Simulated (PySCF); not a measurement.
Ti(Cl)3(OH) (Cl₃HOTi), SMILES [Cl][Ti]([Cl])([Cl])[OH], multiplicity 1.

Geometry optimised at r2SCAN-D4/def2-SVP. The geometry has at least one imaginary mode, so it is a saddle point at that level. The spin state was assumed, not searched. The isomer is the one that the SMILES or the coordinates give; other isomers of the formula were not compared. Other conformers were not sampled.

Two levels are set side by side: TDDFT-PBE/def2-SVPD (PySCF) and TDDFT-CAM-B3LYP/def2-SVPD (PySCF). Vertical, same geometry. The lowest singlet is HOMO→LUMO+1 60 %, HOMO−1→LUMO 20 %, HOMO−2→LUMO+1 20 % with PBE and HOMO→LUMO 60 %, HOMO−2→LUMO 19 %, HOMO−1→LUMO+1 19 % with the other functional; states are paired by order. Differences are taken from unrounded values.

| quantity | TDDFT-CAM-B3LYP | TDDFT-PBE | TDDFT-PBE minus TDDFT-CAM-B3LYP |
|---|---|---|---|
| lowest singlet excitation (eV) | 4.52 | 3.84 | -0.68 |
| lowest triplet excitation (TDA) (eV) | 4.21 | 3.63 | -0.58 |

Functionals without exact exchange tend to place singlet excitations lower, as here. Differences between two approximate levels are no errors against the true value.

Rough cost on one machine, each run with all the roots and properties that it gave: TDDFT-CAM-B3LYP against TDDFT-PBE about 6 times.
